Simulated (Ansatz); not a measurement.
One change: `C[O][Sn][S]C` becomes `C[O][Sn][O]C`.

Ansatz, PBE0-D4/def2-TZVP geometries, multiplicity 1. Each molecule was computed in one conformer, which needn't be the lowest.

Elements past krypton have def2 core potentials.

| property | `C[O][Sn][S]C` |
| --- | --- |
| HOMO energy (PBE/def2-TZVPP) / eV | -5.64 |
| HOMO–LUMO gap (PBE/def2-TZVPP) / eV | 2.80 |
| HOMO energy (B3LYP/def2-TZVPP) / eV | -6.53 |
| LUMO energy (PBE0/def2-TZVPP) / eV | -2.21 |
| LUMO energy (ωB97M-V/def2-TZVPP) / eV | -0.52 |
| size of the dipole moment (PBE/def2-TZVPP) / D | 0.72 |

(1) What does the change do to each property? (An estimate is asked.)

Results:

(1) Ansatz gave: 
```json
{"property": "HOMO energy (PBE/def2-TZVPP) / eV", "`C[O][Sn][O]C`": "-5.98", "shift": "-0.34"}
{"property": "HOMO–LUMO gap (PBE/def2-TZVPP) / eV", "`C[O][Sn][O]C`": "3.44", "shift": "0.64"}
{"property": "HOMO energy (B3LYP/def2-TZVPP) / eV", "`C[O][Sn][O]C`": "-7.21", "shift": "-0.68"}
{"property": "LUMO energy (PBE0/def2-TZVPP) / eV", "`C[O][Sn][O]C`": "-1.91", "shift": "0.30"}
{"property": "LUMO energy (ωB97M-V/def2-TZVPP) / eV", "`C[O][Sn][O]C`": "-0.23", "shift": "0.29"}
{"property": "size of the dipole moment (PBE/def2-TZVPP) / D", "`C[O][Sn][O]C`": "0.31", "shift": "-0.41"}
```

With PBE0 the HOMO falls by 0.69 eV and the LUMO rises by 0.30 eV, so the gap widens by about 0.99 eV. PBE moves the HOMO by -0.34 eV and ωB97M-V by -0.93 eV. Dipoles are sizes alone; their direction can turn.

B3LYP here is the variant with VWN-RPA as its local correlation; programs differ in this.
